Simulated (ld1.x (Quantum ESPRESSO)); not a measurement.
Ranking TM potentials for technetium (Tc)

All share these settings but for the change named:

```json
{
  "Element": "technetium",
  "Generator": "ld1.x (Quantum ESPRESSO) 7.5",
  "Type": "norm-conserving Troullier–Martins (Kleinman–Bylander form)",
  "Functional": "PBE",
  "Relativity": "fully relativistic",
  "Frozen core": "[Kr]",
  "Valence charge": "7",
  "Reference configuration": "4d5 5s2 5p0",
  "Partial waves": "5p (bound, empty): rc 3.05 bohr; 4d (bound): rc 1.70 bohr; 5s (bound): rc 2.25 bohr",
  "Local potential": "the s channel",
  "Core correction": "Bessel-smoothed model core inside 1.25 bohr"
}
```

Open shells are filled in proportion to 2j + 1 (rel_dist='average').

Cutoff: the first of the cutoffs (Ry, on a coarse ladder) from which the occupation-weighted sum of valence levels, in a spherical-Bessel basis at the reference potential, stays within 10 and 1 mRy of its value at 400 Ry; the density cutoff is not measured.

The base gives 45 Ry.

Of 9 variants that were run, those that failed, showed a ghost or another fault, or gave nearly equal values are left out.

A variant can come out equal or close to the base.

Problem. Rank these variants from softest to hardest (loose cutoff).
A. wave 4d (bound): rc 1.70 bohr becomes 4d (bound): rc 1.60 bohr
B. wave 4d (bound): rc 1.70 bohr becomes 4d (bound): rc 1.98 bohr
C. wave 4d (bound): rc 1.70 bohr becomes 4d (bound): rc 1.12 bohr
D. wave 4d (bound): rc 1.70 bohr becomes 4d (bound): rc 2.38 bohr

Solution. D (35 Ry), B (40 Ry), A (50 Ry), C (100 Ry).
